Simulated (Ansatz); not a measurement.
A structure relaxed at r2SCAN-D4/def2-SVP in Ansatz, charge 0, triplet:

Cartesian coordinates in Å:
```
V -0.054 -0.004 -0.011
Cl -2.157 -0.152 -0.445
Cl 0.852 1.739 0.891
Cl 1.359 -1.583 -0.435
```

**Question.** Give its formula, name or SMILES and point group.

**Answer.** VCl3. Point group C2v (tolerance 0.1 Å).

**Question.** Summarise the bond lengths by kind (pairs closer than 1.2 times the sum of covalent radii, bridged metal pairs left out).

**Answer.** 3 × Cl–V 2.15 to 2.16 Å. The metal has 3 neighbours: Cl 2.15 Å, Cl 2.16 Å, Cl 2.16 Å.
